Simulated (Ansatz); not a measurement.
`F/C=C(/F)I` + H₂ → `C=C(F)I` + H–F at 700 K and 1 bar (hydrogenolysis of a C–F bond).

Computed with Ansatz on PBE0-D4/def2-TZVP structures; ΔE is electronic, products minus reactants. CCSD(T)/CBS is the MP2 limit (def2-TZVPP, def2-QZVPP) plus CCSD(T) − MP2 in def2-TZVPP, frozen cores. This one scheme is used for every species. Elements past krypton have def2 core potentials. For I outer-core shells are correlated without core-valence functions, which leaves a few kJ/mol of doubt a bond.

```
     species  CCSD(T)/CBS energy (Eh)  H − E (kJ/mol)  S (J/(mol·K))
`F/C=C(/F)I`               -573.66914           123.8          400.3
          H₂                 -1.17544            46.8          155.3
   `C=C(F)I`               -474.49774           137.4          372.4
         H–F               -100.39570            45.2          198.5
```

H − E and S are ideal-gas, rigid-rotor, harmonic terms from PBE0-D4/def2-TZVP. The MP2-based limit puts H₂ 0.8 mEh under its directly extrapolated value; such offsets cancel only in part. 1 Eh = 2625.50 kJ/mol, R = 8.31446 J/(mol·K).

Problem. By hand: ΔE, ΔH, ΔS and ΔG.

Solution. ΔE = (-474.49774) + (-100.39570) − (-573.66914) − (-1.17544) = -0.04886 Eh = -128.3 kJ/mol. Δ(H − E) = 137.4 + 45.2 − 123.8 − 46.8 = 12.0, so ΔH = -116.3 kJ/mol. ΔS = 372.4 + 198.5 − 400.3 − 155.3 = 15.3 J/(mol·K). ΔG = -116.3 − 700 × (15.3)/1000 = -127.0 kJ/mol.

Problem. By hand: the equilibrium constant, and the temperature at which ΔG would vanish if ΔH and ΔS stayed fixed.

Solution. log₁₀ K = −ΔG/(RT ln 10) = 9.5. ΔH and −TΔS have one sign here, so there is no such temperature.

ΔH outweighs TΔS. A doubt of 5 kJ/mol in ΔE shifts log₁₀ K by 0.4 here. These are equilibria of isolated gas molecules and say nothing of rates. Largest T1 diagnostic: 0.012 (customary marks: 0.02 for closed shells, 0.045 for open ones).
